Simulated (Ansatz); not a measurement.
Ideal-gas functions of CHFGeN, SMILES `N#[C][GeH][F]` radical at 800 K and 1 bar, from an Ansatz frequency run at PBE0-D4/def2-TZVP.

Molar mass 118.63 g/mol, point group C1 (symmetry number 1), electronic degeneracy 2, moments of inertia 39.141, 163.363, 199.271 u Å². Harmonic wavenumbers (cm⁻¹, unscaled): 132, 238, 330, 482, 625, 666, 714, 2097, 2305.

Use S(trans) = R[1.5 ln M + 2.5 ln T − 1.1517]; rotational temperatures θ = 24.2544 K / I; S(rot) = R[ln(√π/σ · √(T³/θAθBθC)) + 1.5]; for each mode x = 1.438777 ν̃/T, S = R[x/(eˣ − 1) − ln(1 − e⁻ˣ)] and H = RT x/(eˣ − 1); 1 cm⁻¹ = 0.0119627 kJ/mol; R = 8.31446 J/(mol·K).

Question: By hand: the entropy, in J/(mol·K).

Answer: Translation 188.9. Rotation: θ = 0.6197, 0.1485, 0.1217 K, giving 119.3. Vibration, mode by mode: 20.29, 15.43, 12.77, 9.76, 7.77, 7.29, 6.78, 0.93, 0.69, in all 81.7. Electronic 5.8. Sum 395.7 J/(mol·K).

Question: By hand: H − E and G − E in kJ/mol, counted from the electronic energy.

Answer: Zero-point energy ½ × 7589 × 0.0119627 = 45.4; thermal vibration 31.6; translation, rotation and pV give 4 RT = 26.6. H − E = 103.6 kJ/mol, and G − E = 103.6 − 800 × 395.7/1000 = -213.0 kJ/mol.

Vibration gives 21 % of the entropy, 20.3 J/(mol·K) of it from the mode under 150 cm⁻¹: soft modes count most, and the harmonic formula is weakest for them. The sum counts one conformer and one mirror image; others add a mixing term.
